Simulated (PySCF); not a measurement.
Cl5Sb, SMILES [Cl][Sb]([Cl])([Cl])([Cl])[Cl] (connectivity only; charge and spin as stated), charge +1, multiplicity 2. Atoms are numbered in the order given.

```xyz
6

Sb    -0.0526     0.1994     0.0000
Cl    -1.2694     0.2438     1.9556
Cl     0.8870     2.3144     0.0000
Cl    -0.2459    -2.4278     0.0000
Cl    -1.2694     0.2438    -1.9556
Cl     2.0556    -0.9725     0.0000
```
Charge +1, spin multiplicity 2.

The structure is a stationary point at B3LYP-D3(BJ)/def2-SVP. The spin state was assumed, not searched. The isomer is the one that the SMILES or the coordinates give; other isomers of the formula were not compared. The def2 effective core potentials stand for the cores of Sb; spin–orbit coupling is left out.

The numbers are results of IEF-PCM-M06-2X/def2-SVP run with PySCF, not measurements.

The values are the electrostatic part of the solvation free energy, E(continuum) − E(gas) at the gas-phase geometry, in a cavity of scaled van der Waals radii (PySCF's table); cavitation and dispersion terms are not included. A continuum can't describe solvent molecules that bind to the metal.

```json
[
 {"solvent": "water", "ε": "78.36", "ΔG(elec) (kcal/mol)": "-52.7"},
 {"solvent": "ethanol", "ε": "24.85", "ΔG(elec) (kcal/mol)": "-51.1"},
 {"solvent": "dimethylsulfoxide", "ε": "46.83", "ΔG(elec) (kcal/mol)": "(withheld)"}
]
```

Task: Complete the blanks. (Estimate from the structure and the level; the computed values follow.)

Result: 
- dimethylsulfoxide, ΔG(elec) (kcal/mol): -52.2
